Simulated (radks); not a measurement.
Results of a calculation; reference values are marked as such.
How relativity changes the ionisation of neutral chlorine ([Ne] 3s2 3p5) to Cl+ ([Ne] 3s2 3p4). Spin-unpolarised spherical Kohn-Sham, PBE, point nucleus unless stated (finite: rms radius 3.3654 fm), a radial shooting solver on a logarithmic mesh with Libxc functionals. A level marked "c x" has the speed of light scaled by that factor and shares open shells by 2j + 1; other Dirac levels either fill j = l - 1/2 first or share by 2j + 1.

level	E(Cl) (hartree)	E(Cl+) (hartree)	IE (eV)	HOMO	<r> HOMO (bohr)
non-rel.	-459.96259	-459.45213	13.890	3p	1.844
scalar-rel.	-461.43332	-460.92342	13.875	3p	1.844
scalar-rel., finite nucleus	-461.43280	-460.92290	13.875	3p	1.844
Dirac, 2j+1 shares	-461.43480	-460.92489	13.875	3p3/2	1.847
Dirac, low j first	-461.43632	-460.92838	13.822	3p3/2	1.847
Dirac, 2j+1 shares, finite nucleus	-461.43428	-460.92437	13.875	3p3/2	1.847
Dirac, c x 0.75	-462.59547	-462.08597	13.864	3p3/2	1.850
Dirac, c x 1.5	-460.61415	-460.10394	13.884	3p3/2	1.845
Dirac, c x 2	-460.32855	-459.81823	13.887	3p3/2	1.845

NIST Atomic Spectra Database: 12.968 eV (measured). The relativistic part of the total energy of Cl is -1.472 hartree (Dirac, 2j+1 shares, finite nucleus), 0.32 % of the non-relativistic value. Spin polarisation and multiplet splitting of open shells are left out at every level.

Beside tabulated values, note that spin-unpolarised runs miss the spin-polarisation part of the exchange energy of open shells.
